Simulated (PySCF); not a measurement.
## Correlation energy of Kr⁺ (krypton, charge +1)

[Ar] 3d10 4s1 4p6, 2S determinant (an excited configuration). All numbers are calculated (PySCF 2.14, a scalar-relativistic core potential, in aug-cc-pVQZ-PP with one added diffuse shell each of s, p, d, f, g type with ECP10MDF (8s7p6d4f3g, 114 functions)). Frozen: 3s2 3p6 3d10; 7 electrons correlated.

MP2 pair energies summed by pair of shells (mhartree):

| pair | energy | share (%) |
| --- | --- | --- |
| 4p-4p | -219.54 | 89.6 |
| 4s-4p | -25.61 | 10.4 |

Total MP2 correlation energy: -245.15 mhartree.

Same-spin part -42.22 and opposite-spin part -202.93 mhartree; SCS-MP2 scales them by 1/3 and 6/5 to -257.59 mhartree.
